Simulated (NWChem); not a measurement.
System: Mg cation, doublet

NWChem input:

```
start job
memory heap 200 mb stack 900 mb global 1100 mb
charge 1
geometry units angstroms noautoz
  Mg     0.000000     0.000000     0.000000
end
basis spherical
  * library cc-pvqz
end
dft
  odft
  mult 2
  xc hfexch
  iterations 150
  mulliken
end
task dft gradient
```

NWChem printed, in part:

```
             Northwest Computational Chemistry Package (NWChem) 7.3.0
             --------------------------------------------------------

                             Geometry "geometry" -> ""
                             -------------------------

 Output coordinates in angstroms (scale by  1.889725989 to convert to a.u.)

  No.       Tag          Charge          X              Y              Z
 ---- ---------------- ---------- -------------- -------------- --------------
    1 Mg                  12.0000     0.00000000     0.00000000     0.00000000

 Effective nuclear repulsion energy (a.u.)       0.0000000000

  xc_inp: hfexch multiplicative factor not found.

                                 NWChem DFT Module
                                 -----------------

 Summary of "ao basis" -> "ao basis" (spherical)
 ------------------------------------------------------------------------------
       Tag                 Description            Shells   Functions and Types
 ---------------- ------------------------------  ------  ---------------------
 Mg                         cc-pvqz                 17       59   6s5p3d2f1g

            General Information
            -------------------
          SCF calculation type: DFT
          Wavefunction type:  spin polarized.
          No. of atoms     :     1
          No. of electrons :    11
           Alpha electrons :     6
            Beta electrons :     5
          Charge           :     1
          Spin multiplicity:     2
          Use of symmetry is: off; symmetry adaption is: off
          Maximum number of iterations: 150
          AO basis - number of functions:    59
                     number of shells:    17
          Convergence on energy requested:  1.00D-06
          Convergence on density requested:  1.00D-05
          Convergence on gradient requested:  5.00D-04

              XC Information
              --------------
                     Hartree-Fock (Exact) Exchange  1.000

      Superposition of Atomic Density Guess
      -------------------------------------

 Sum of atomic energies:        -199.61423295

 Renormalizing density from      12.00 to     11

      Non-variational initial energy
      ------------------------------

 Total energy =    -189.076777
 1-e energy   =    -256.144473
 2-e energy   =      67.067696
 HOMO         =      -0.618248
 LUMO         =      -0.237662

     ---------------------------------------------
      Total Density - Mulliken Population Analysis
     ---------------------------------------------

    Atom       Charge   Shell Charges
 -----------   ------   -------------------------------------------------------
    1 Mg  12    11.00   2.00  2.57 -0.59  0.71  0.21  0.11  5.04  0.89  0.09 -0.02  0.00  0.00  0.00  0.00  0.00  0.00  0.00

     --------------------------------------------
      Spin Density - Mulliken Population Analysis
     --------------------------------------------

    Atom       Charge   Shell Charges
 -----------   ------   -------------------------------------------------------
    1 Mg  12     1.00   0.00 -0.00 -0.02  0.71  0.21  0.11  0.00  0.00  0.00  0.00  0.00  0.00  0.00  0.00  0.00  0.00  0.00

   convergence    iter        energy       DeltaE   RMS-Dens  Diis-err
 ---------------- ----- ----------------- --------- --------- ---------
 d= 0,ls=0.0,diis     1   -199.2938423681 -1.99D+02  2.20D-02  3.31D-01
                                                     1.99D-02  3.17D-01
 d= 0,ls=0.0,diis     2   -199.3709049446 -7.71D-02  2.19D-03  2.63D-03
                                                     1.53D-03  2.21D-03
 d= 0,ls=0.0,diis     3   -199.3714604676 -5.56D-04  6.25D-04  2.19D-05
                                                     3.36D-05  2.76D-06
 d= 0,ls=0.0,diis     4   -199.3714799106 -1.94D-05  1.35D-04  1.14D-06
                                                     4.18D-06  2.03D-08
 d= 0,ls=0.0,diis     5   -199.3714810271 -1.12D-06  8.64D-06  8.90D-09
                                                     8.36D-07  6.45D-10
 d= 0,ls=0.0,diis     6   -199.3714810385 -1.14D-08  1.63D-06  1.42D-10
                                                     2.56D-07  3.92D-11

         Total DFT energy =     -199.371481038509
      One electron energy =     -275.694316950783
           Coulomb energy =       92.185147515456
    Exchange-Corr. energy =      -15.862311603182
 Nuclear repulsion energy =        0.000000000000

 Numeric. integr. density =        0.000000000000

                    DFT Final Alpha Molecular Orbital Analysis
                    ------------------------------------------

 Vector    4  Occ=1.000000D+00  E=-2.606117D+00
              MO Center=  1.9D-16, -2.3D-15, -2.6D-15, r^2= 1.7D-01
   Bfn.  Coefficient  Atom+Function         Bfn.  Coefficient  Atom+Function
  ----- ------------  ---------------      ----- ------------  ---------------
     9      0.932609  1 Mg pz                 8      0.345561  1 Mg py
     7      0.075860  1 Mg px

 Vector    5  Occ=1.000000D+00  E=-2.606117D+00
              MO Center= -4.6D-16, -1.1D-16,  1.3D-16, r^2= 1.7D-01
   Bfn.  Coefficient  Atom+Function         Bfn.  Coefficient  Atom+Function
  ----- ------------  ---------------      ----- ------------  ---------------
     7      0.950656  1 Mg px                 8      0.249670  1 Mg py
     9     -0.169839  1 Mg pz

 Vector    6  Occ=1.000000D+00  E=-5.416039D-01
              MO Center= -4.4D-15, -2.5D-16,  1.2D-15, r^2= 2.6D+00
   Bfn.  Coefficient  Atom+Function         Bfn.  Coefficient  Atom+Function
  ----- ------------  ---------------      ----- ------------  ---------------
     4      0.588089  1 Mg s                  5      0.528603  1 Mg s
     3      0.473172  1 Mg s                  6      0.037554  1 Mg s

 Vector    7  Occ=0.000000D+00  E=-1.704013D-01
              MO Center= -5.2D-15,  1.9D-14,  3.6D-15, r^2= 5.6D+00
   Bfn.  Coefficient  Atom+Function         Bfn.  Coefficient  Atom+Function
  ----- ------------  ---------------      ----- ------------  ---------------
    18      0.416976  1 Mg pz                15      0.308913  1 Mg pz
    17     -0.198399  1 Mg py                21      0.186074  1 Mg pz
    14     -0.146982  1 Mg py                12      0.134439  1 Mg pz
    16      0.120083  1 Mg px                13      0.088962  1 Mg px
    20     -0.088535  1 Mg py                11     -0.063967  1 Mg py

 Vector    8  Occ=0.000000D+00  E=-1.704013D-01
              MO Center= -1.3D-15, -6.7D-14,  6.5D-14, r^2= 5.6D+00
   Bfn.  Coefficient  Atom+Function         Bfn.  Coefficient  Atom+Function
  ----- ------------  ---------------      ----- ------------  ---------------
    17      0.418864  1 Mg py                14      0.310312  1 Mg py
    18      0.218517  1 Mg pz                20      0.186917  1 Mg py
    15      0.161887  1 Mg pz                11      0.135048  1 Mg py
    21      0.097512  1 Mg pz                12      0.070453  1 Mg pz
    16     -0.066737  1 Mg px                13     -0.049442  1 Mg px

 Vector    9  Occ=0.000000D+00  E=-1.704013D-01
              MO Center=  3.3D-15,  1.7D-15, -1.4D-15, r^2= 5.6D+00
   Bfn.  Coefficient  Atom+Function         Bfn.  Coefficient  Atom+Function
  ----- ------------  ---------------      ----- ------------  ---------------
    16      0.456921  1 Mg px                13      0.338507  1 Mg px
    19      0.203900  1 Mg px                10      0.147318  1 Mg px
    17      0.113319  1 Mg py                14      0.083952  1 Mg py
    18     -0.077668  1 Mg pz                15     -0.057540  1 Mg pz
    20      0.050568  1 Mg py                11      0.036536  1 Mg py

                     DFT Final Beta Molecular Orbital Analysis
                     -----------------------------------------

 Vector    3  Occ=1.000000D+00  E=-2.600316D+00
              MO Center= -2.6D-16, -3.9D-16, -1.5D-16, r^2= 1.7D-01
   Bfn.  Coefficient  Atom+Function         Bfn.  Coefficient  Atom+Function
  ----- ------------  ---------------      ----- ------------  ---------------
     8      0.927842  1 Mg py                 9     -0.252317  1 Mg pz
     7     -0.248591  1 Mg px

 Vector    4  Occ=1.000000D+00  E=-2.600316D+00
              MO Center= -7.3D-17,  1.2D-16, -6.9D-17, r^2= 1.7D-01
   Bfn.  Coefficient  Atom+Function         Bfn.  Coefficient  Atom+Function
  ----- ------------  ---------------      ----- ------------  ---------------
     7      0.945100  1 Mg px                 9     -0.240562  1 Mg pz
     8      0.187797  1 Mg py

 Vector    5  Occ=1.000000D+00  E=-2.600316D+00
              MO Center=  6.1D-17,  1.0D-16,  3.4D-16, r^2= 1.7D-01
   Bfn.  Coefficient  Atom+Function         Bfn.  Coefficient  Atom+Function
  ----- ------------  ---------------      ----- ------------  ---------------
     9      0.929956  1 Mg pz                 8      0.300323  1 Mg py
     7      0.177032  1 Mg px

 Vector    6  Occ=0.000000D+00  E=-2.353476D-01
              MO Center=  2.7D-15,  1.6D-15, -4.0D-16, r^2= 3.8D+00
   Bfn.  Coefficient  Atom+Function         Bfn.  Coefficient  Atom+Function
  ----- ------------  ---------------      ----- ------------  ---------------
     5      0.546641  1 Mg s                  3      0.350391  1 Mg s
     6      0.322991  1 Mg s                  4      0.258722  1 Mg s

 Vector    7  Occ=0.000000D+00  E=-1.266695D-01
              MO Center= -3.0D-15,  4.1D-15, -3.4D-15, r^2= 8.2D+00
   Bfn.  Coefficient  Atom+Function         Bfn.  Coefficient  Atom+Function
  ----- ------------  ---------------      ----- ------------  ---------------
    20      0.352887  1 Mg py                17      0.295922  1 Mg py
    21     -0.285091  1 Mg pz                18     -0.239071  1 Mg pz
    14      0.156801  1 Mg py                19     -0.129792  1 Mg px
    15     -0.126677  1 Mg pz                16     -0.108840  1 Mg px
    11      0.072466  1 Mg py                12     -0.058544  1 Mg pz

 Vector    8  Occ=0.000000D+00  E=-1.266695D-01
              MO Center= -1.5D-15, -2.0D-15,  2.7D-16, r^2= 8.2D+00
   Bfn.  Coefficient  Atom+Function         Bfn.  Coefficient  Atom+Function
  ----- ------------  ---------------      ----- ------------  ---------------
    19      0.452597  1 Mg px                16      0.379537  1 Mg px
    13      0.201106  1 Mg px                20      0.120996  1 Mg py
    17      0.101464  1 Mg py                10      0.092941  1 Mg px
    21     -0.056282  1 Mg pz                14      0.053763  1 Mg py
    18     -0.047196  1 Mg pz                15     -0.025008  1 Mg pz

     ---------------------------------------------
      Total Density - Mulliken Population Analysis
     ---------------------------------------------

    Atom       Charge   Shell Charges
 -----------   ------   -------------------------------------------------------
    1 Mg  12    11.00   2.00  1.99 -0.02  0.51  0.49  0.03  5.97  0.02  0.01 -0.00  0.00  0.00 -0.00  0.00  0.00 -0.00  0.00

     --------------------------------------------
      Spin Density - Mulliken Population Analysis
     --------------------------------------------

    Atom       Charge   Shell Charges
 -----------   ------   -------------------------------------------------------
    1 Mg  12     1.00  -0.00  0.02 -0.05  0.50  0.50  0.03  0.01 -0.01  0.00 -0.00  0.00  0.00 -0.00  0.00  0.00 -0.00  0.00

     -------------------------------------------
      Total Density - Lowdin Population Analysis
     -------------------------------------------

    Atom       Charge   Shell Charges
 -----------   ------   -------------------------------------------------------
    1 Mg  12    11.00   1.99  1.11  0.86  0.44  0.42  0.18  4.05  1.72  0.22  0.00  0.00  0.00  0.00  0.00  0.00  0.00  0.00

     ------------------------------------------
      Spin Density - Lowdin Population Analysis
     ------------------------------------------

    Atom       Charge   Shell Charges
 -----------   ------   -------------------------------------------------------
    1 Mg  12     1.00   0.00  0.02  0.01  0.38  0.41  0.18  0.00 -0.01  0.00  0.00  0.00  0.00  0.00  0.00  0.00  0.00 -0.00

   alpha - beta orbital overlaps
   -----------------------------

   alpha      1      2      3      4      5      6      7      8      9     10
    beta      1      2      3      5      4      6      7      9      8     10
 overlap   1.000  1.000  0.997  0.994  0.996  0.975  0.885  0.885  0.974  0.977

   alpha     11     12     13     14     15     16     17     18     19     20
    beta     11     12     13     14     18     18     17     16     19     20
 overlap   0.972  0.973  0.973  0.802  0.565  0.630  0.622  0.658  0.994  0.973

   alpha     21     22     23     24     25     26     27     28     29     30
    beta     21     22     23     25     28     24     29     26     27     30
 overlap   0.973  0.994  0.851  0.670  0.845  0.793  0.840  0.690  0.990  0.785

   alpha     31     32     33     34     35     36     37     38     39     40
    beta     34     34     33     32     36     37     35     38     44     39
 overlap   0.602  0.790  0.905  0.707  0.910  0.912  0.998  0.990  0.541  0.832

   alpha     41     42     43     44     45     46     47     48     49     50
    beta     41     40     42     45     44     46     48     47     51     50
 overlap   0.964  0.792  0.578  0.608  0.567  0.677  0.828  0.793  0.699  0.872

   alpha     51     52     53     54     55     56     57     58     59
    beta     49     52     53     56     54     57     58     56     59
 overlap   0.912  0.841  0.868  0.592  0.836  0.999  0.986  0.746  1.000

     --------------------------
     Expectation value of S2:
     --------------------------
      <S2> =      0.7501 (Exact =     0.7500)

            General Information
            -------------------
          SCF calculation type: DFT
          Wavefunction type:  spin polarized.
          No. of atoms     :     1
          No. of electrons :    11
           Alpha electrons :     6
            Beta electrons :     5
          Charge           :     1
          Spin multiplicity:     2
          Use of symmetry is: off; symmetry adaption is: off
          Maximum number of iterations: 150
          AO basis - number of functions:    59
                     number of shells:    17
          Convergence on energy requested:  1.00D-06
          Convergence on density requested:  1.00D-05
          Convergence on gradient requested:  5.00D-04

              XC Information
              --------------
                     Hartree-Fock (Exact) Exchange  1.000

          Convergence Information
          -----------------------
          Convergence aids based upon iterative change in
          total energy or number of iterations.
          Levelshifting, if invoked, occurs when the
          HOMO/LUMO gap drops below (HL_TOL):  1.00D-02
          DIIS, if invoked, will attempt to extrapolate
          using up to (NFOCK): 10 stored Fock matrices.

                    Damping( 0%)  Levelshifting(0.5)       DIIS
                  --------------- ------------------- ---------------
          dE  on:    start            ASAP                start
          dE off:    2 iters        150 iters           150 iters

                            NWChem DFT Gradient Module
                            --------------------------

  charge          =   1.00
  wavefunction    = open shell

                         DFT ENERGY GRADIENTS

    atom               coordinates                        gradient
                 x          y          z           x          y          z
   1 Mg      0.000000   0.000000   0.000000   -0.000000   0.000000  -0.000000
```

Level: UHF/cc-pVQZ. No stability test was run on the SCF state.
